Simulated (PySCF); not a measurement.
H2BeSe, SMILES [BeH][SeH], PBE0/def2-SVP optimised geometry.

```
4

Be    -0.73     0.35     0.00
H     -0.74     1.69     0.00
Se    -0.74    -1.69     0.00
H      0.74    -1.69     0.00
```

Density from PBE0/def2-TZVP (PySCF 2.14.0) at that geometry.

Minimum of the electron density along straight lines between bonded atoms, close to the bond critical point (lines longer than 1.1 times the sum of covalent radii, or with two minima, are not listed):

| bond | length / Å | ρ at the minimum / e bohr⁻³ | ∇²ρ there / e bohr⁻⁵ | position (fraction from the first atom) |
|---|---|---|---|---|
| Be1–H2 | 1.334 | 0.092 | 0.26 | 0.43 |
| Be1–Se3 | 2.042 | 0.074 | 0.16 | 0.30 |
| Se3–H4 | 1.475 | 0.170 | -0.28 | 0.63 |
